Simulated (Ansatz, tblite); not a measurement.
Cost and result up the ladder for Sr2S2 (the lowest singlet isomer of a short search) (4 atoms). Charge 0, multiplicity 1. Geometry: B3LYP-D4/def2-TZVP.

```csv
atom,x (Å),y (Å),z (Å)
Sr1,1.802,0.171,-0.147
Sr2,-1.802,-0.173,0.144
S3,0.245,-1.495,1.263
S4,-0.245,1.497,-1.260
```

Ansatz on 4 threads of Arm Neoverse V2 on a shared host; xTB runs through tblite on one thread. Times are rough, summed over both states, and most runs start from the orbitals of an earlier one. PBE-QIDH/def2-TZVP serves as the yardstick here, not as an exact answer. The other state is a triplet at its own geometry.

In the def2 sets Sr takes a core potential; there is no spin–orbit coupling. The xTB rows come from tblite. HSE06 is defined as in plane-wave codes, on full-range PBE exchange. Correlated methods freeze 10 core orbitals; core or outer-core shells of Sr are correlated, in sets that lack core-valence functions. The structure comes from a short search, and lower isomers may exist.

Run but left out: HF/STO-3G (triplet: ⟨S²⟩ 2.97, where a pure state has 2.00).

Correlated methods converge slowly with the basis.

xTB has no spin-polarisation term.

| level | functions | wall time |
| --- | --- | --- |
| GFN1-xTB | 36 | 0.008 s |
| GFN2-xTB | 36 | 0.012 s |
| revPBE-D4/def2-TZVP | 140 | 3.5 s |
| PBE-D4/def2-TZVP | 140 | 3.7 s |
| HSE06-D4/def2-TZVP | 140 | 4.8 s |
| PBE0-D4/def2-TZVP | 140 | 4.9 s |
| RPA@PBE/def2-TZVP | 140 | 5.9 s |
| r2SCAN-D4/def2-TZVP (with forces) | 140 | 11 s |
| B97M-V/def2-TZVP | 140 | 16 s |
| PBE-QIDH/def2-TZVP | 140 | 16 s |

(1) Estimate what each level gives for the triplet − singlet (eV).

Results:

(1) 
```json
{"level": "GFN1-xTB", "triplet − singlet (eV)": "2.34", "difference from PBE-QIDH/def2-TZVP (eV)": "0.06"}
{"level": "GFN2-xTB", "triplet − singlet (eV)": "1.09", "difference from PBE-QIDH/def2-TZVP (eV)": "-1.19"}
{"level": "revPBE-D4/def2-TZVP", "triplet − singlet (eV)": "1.82", "difference from PBE-QIDH/def2-TZVP (eV)": "-0.46"}
{"level": "PBE-D4/def2-TZVP", "triplet − singlet (eV)": "1.85", "difference from PBE-QIDH/def2-TZVP (eV)": "-0.43"}
{"level": "HSE06-D4/def2-TZVP", "triplet − singlet (eV)": "2.00", "difference from PBE-QIDH/def2-TZVP (eV)": "-0.28"}
{"level": "PBE0-D4/def2-TZVP", "triplet − singlet (eV)": "2.06", "difference from PBE-QIDH/def2-TZVP (eV)": "-0.23"}
{"level": "RPA@PBE/def2-TZVP", "triplet − singlet (eV)": "1.38", "difference from PBE-QIDH/def2-TZVP (eV)": "-0.90"}
{"level": "r2SCAN-D4/def2-TZVP (with forces)", "triplet − singlet (eV)": "1.99", "difference from PBE-QIDH/def2-TZVP (eV)": "-0.29"}
{"level": "B97M-V/def2-TZVP", "triplet − singlet (eV)": "1.80", "difference from PBE-QIDH/def2-TZVP (eV)": "-0.48"}
{"level": "PBE-QIDH/def2-TZVP", "triplet − singlet (eV)": "2.28", "difference from PBE-QIDH/def2-TZVP (eV)": "0.00"}
```
